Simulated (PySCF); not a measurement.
# One molecule, several mistakes: B2ClGeH4

All numbers below are calculated, not measured. The program is PySCF 2.14.0, an open-source quantum chemistry code, run on an isolated molecule that a program drew, which may never have been made. The molecule is B2ClGeH4 (charge 0, doublet), drawn as the SMILES string `[BH2][GeH][BH]Cl`.

Each row is a Hartree-Fock (HF) and frozen-core CCSD(T) single point in the cc-pV(D+d)Z basis, meant for a local HF minimum. Run 1 is clean. Each other run has one planted mistake out of seven kinds, and not every kind appears here: one electron removed, one electron added, multiplicity raised by two, geometry at a saddle point, minimal basis STO-3G, one bond length entered in bohr, all coordinates scaled. The reference is restricted for singlets and unrestricted otherwise, and also for a bond in bohr. Adding or removing an electron swaps singlet and doublet. Electrons count all cores. HOMO and LUMO are orbital energies over both spins, the gradient is its largest component, and the lowest frequency (negative if imaginary) is given only where the gradient is small. Bond lengths are over the 7 bonds as drawn. T1 is the CCSD diagnostic: over 0.02 (restricted) or 0.045 (unrestricted) a single reference is doubtful. Germanium has the cc-pVDZ-PP basis, with a core potential (ECP10MDF) in place of its 10 inner electrons, and its 3s, 3p and 3d shells are frozen in CCSD(T).

Geometry of the clean run:
```xyz
8
B2ClGeH4, angstrom
B    -1.0639    0.0260    0.4681
Ge   -1.5653    0.1184   -1.4988
B    -0.2532    0.3483   -3.0555
Cl    1.4803    0.4860   -2.7534
H    -1.9123   -0.1105    1.3006
H     0.0852    0.1089    0.7884
H    -3.0363    0.0124   -1.9085
H    -0.6042    0.3962   -4.1947
```

```
run  electrons  basis functions  <S^2>  HOMO (eV)  LUMO (eV)  gradient (hartree/bohr)  lowest frequency (cm^-1)  mean bond (Å)  longest bond (Å)      T1  HF (hartree)  CCSD(T) (hartree)                          mistake
  1         63               94  0.760      -8.29      -0.13                  1.7e-05                       101         1.5660             2.049  0.0171    -804.56494         -805.01342                         no fault
  2         63               94  1.419      -8.52      -0.26                  1.8e-02                         -         1.7180             2.261  0.0581    -804.44533         -804.89442  one bond length entered in bohr
  3         63               94  3.789      -6.65      -2.55                  3.3e-02                         -         1.5660             2.049  0.0285    -804.42182         -804.87886       multiplicity raised by two
  4         62               94  0.000     -16.06      -6.95                  3.9e-02                         -         1.5660             2.049  0.0174    -804.28562         -804.71685                                ?
```

**Which mistake was planted in run 4, and what did it cost?**

It counts 62 electrons, one fewer than the clean run, at the same geometry and basis. So the mistake is: one electron removed. Subtracting run 1 and multiplying by 627.51 kcal/mol a hartree, the energy moved by 175.3 kcal/mol in HF and 186.1 kcal/mol in CCSD(T).

Cautions from the logs. Run 2: T1 is over the limit, so its CCSD(T) energy is less reliable.
